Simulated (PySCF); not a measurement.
# Polarisability and C₆ of Sc (scandium, neutral)

[Ar] 3d1 4s2, 2D determinant. Computed with PySCF 2.14 in def2-QZVPPD, with the non-relativistic Hamiltonian (point nucleus). Coupled (time-dependent) response in atomic units; α is the mean over directions.

```
method  mean α (bohr³)         α xx, yy, zz  C₆ (like pair)  S(−4)
   PBE           125.8  122.2, 122.2, 133.0            1535   8828
  PBE0           130.5  126.3, 126.3, 138.9            1651   9108
```

S(−4) is the Cauchy moment in α(ω) = α(0) + S(−4) ω² + …

Reference α: 97 ± 10 bohr³ (recommended; Schwerdtfeger and Nagle, table of static dipole polarizabilities (2023 update)). Published C₆: 1383 (Chu and Dalgarno (2004); Tang, Norbeck and Certain (1976)).

α(iu) at PBE0:

```tsv
u (hartree)	α(iu) (bohr³)
0	130.5
0.0500	111.7
0.100	79.54
0.200	38.94
0.300	22.39
0.500	10.74
0.750	6.094
1.00	4.126
1.50	2.363
2.00	1.553
3.00	0.8191
5.00	0.3428
```

The components differ because the open shell of this determinant is not spherical; for a pure term their mean is the scalar polarisability.

⟨L²⟩ = 7.21 against 6 for a pure D term, so this real determinant mixes terms. ⟨S²⟩ = 1.10 against 0.75 shows spin contamination.
